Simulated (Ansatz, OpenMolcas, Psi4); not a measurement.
## How basis sets differ on AlSbH3F (SMILES [F][AlH][SbH2])

AlSbH3F has 6 atoms, charge 0, and is taken as a singlet. As SMILES, `[F][AlH][SbH2]`. The coordinates come from a PBE0-D4/def2-TZVP relaxation. This is one conformer, not always the lowest.

Each level gives the HOMO–LUMO gap (eV). The values are calculated.

```json
{"level": "HF/ANO-R0 (sfX2C)", "kind": "Hartree–Fock", "program": "OpenMolcas", "value (eV)": "10.43", "CPU time": "4.1 s"}
{"level": "HF/STO-3G", "kind": "Hartree–Fock", "program": "Psi4", "value (eV)": "13.75", "CPU time": "4.6 s"}
{"level": "HF/3-21G", "kind": "Hartree–Fock", "program": "Ansatz", "value (eV)": "10.36", "CPU time": "1.5 s"}
{"level": "HF/def2-SVP (core potential)", "kind": "Hartree–Fock", "program": "Psi4", "value (eV)": "10.64", "CPU time": "13 s"}
{"level": "HF/ANO-RCC-VDZP (DKH2, RICD fitting)", "kind": "Hartree–Fock", "program": "OpenMolcas", "value (eV)": "10.88", "CPU time": "23 s"}
```

All-electron rows without a relativistic Hamiltonian named are non-relativistic, while core potentials hold scalar relativity, so basis and relativity change together. The values span 10.36 to 13.75 eV. A Hartree–Fock LUMO above zero doesn't converge with the basis: it sinks as sets grow more diffuse. Orbital gaps aren't excitation energies. Times are those of the runs behind each value, whatever else they computed, on shared processors of several kinds: orders of magnitude only.
